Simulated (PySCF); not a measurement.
Cd(F)(SMe) (CH3CdFS), SMILES C[S][Cd][F].

Geometry: B3LYP-D3(BJ)/def2-SVP. The def2 effective core potentials stand for the cores of Cd; spin–orbit coupling is left out. The values are those of a single conformer.

Two levels are set side by side: TDA-PBE/def2-SVPD (PySCF) and TDA-ωB97X/def2-SVPD (PySCF). Vertical, same geometry. The lowest singlet is HOMO→LUMO 100 % with PBE and HOMO→LUMO 95 % with the other functional; states are paired by order. Differences are taken from unrounded values.

```
quantity                               TDA-PBE
-------------------------------------  -------
lowest singlet excitation (eV)            3.37
lowest triplet excitation (TDA) (eV)      3.00
first bright state (f over 0.05) (eV)     5.84
its oscillator strength                   0.25
```

**Question.** These are the TDA-PBE values. What does TDA-ωB97X give? (An estimate is asked for; the answer gives what the named calculation found.)

**Answer.** 
```tsv
quantity	TDA-ωB97X	TDA-PBE minus TDA-ωB97X
lowest singlet excitation (eV)	4.33	-0.96
lowest triplet excitation (TDA) (eV)	3.97	-0.96
first bright state (f over 0.05) (eV)	6.65	-0.81
its oscillator strength	0.10	0.15
```

Functionals without exact exchange tend to place singlet excitations lower, as here. Differences between two approximate levels are no errors against the true value.

Rough cost on one machine, each run with all the roots and properties that it gave: TDA-ωB97X against TDA-PBE about 3 times.
